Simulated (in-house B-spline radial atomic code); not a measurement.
Results of a calculation; reference values are marked as such.
# Weak and strong correlation along the adiabatic connection

Two-electron singlets in several external potentials (atomic units), by full CI in B-splines with partial waves to l = 8 (correlation energies up to 0.6 % small). The repulsion is scaled by λ at fixed density; W(λ) is the mean repulsion less the Hartree energy, W(0) = E_x, and the area under W from 0 to 1 is E_xc.

One system gave this curve:

```tsv
λ	W (hartree)
0	-0.93569
0.02	-0.93762
0.05	-0.94047
0.12	-0.94696
0.25	-0.95841
0.4	-0.97073
0.6	-0.98581
0.8	-0.99953
1	-1.0121
1.4	-1.0341
2	-1.0611
3	-1.095
4.5	-1.1301
7	-1.1666
10	-1.1935
```

Q: Which system is it?
A. −V exp(−r²/w²), V = 17.7, w = 1.7
B. −Z/r, Z = 1.13, wall at 2.2 bohr
C. −Z exp(−kr)/r, Z = 5.02, k = 0.669
D. −Z/r, Z = 0.828, wall at 2.95 bohr

A: B. The exchange energy sets the size: −Z/r, Z = 1.13, wall at 2.2 bohr: E_x = -0.936, E_c = -0.0412; −Z exp(−kr)/r, Z = 5.02, k = 0.669: E_x = -2.86, E_c = -0.0447; −V exp(−r²/w²), V = 17.7, w = 1.7: E_x = -1.34, E_c = -0.044; −Z/r, Z = 0.828, wall at 2.95 bohr: E_x = -0.681, E_c = -0.0394 hartree.
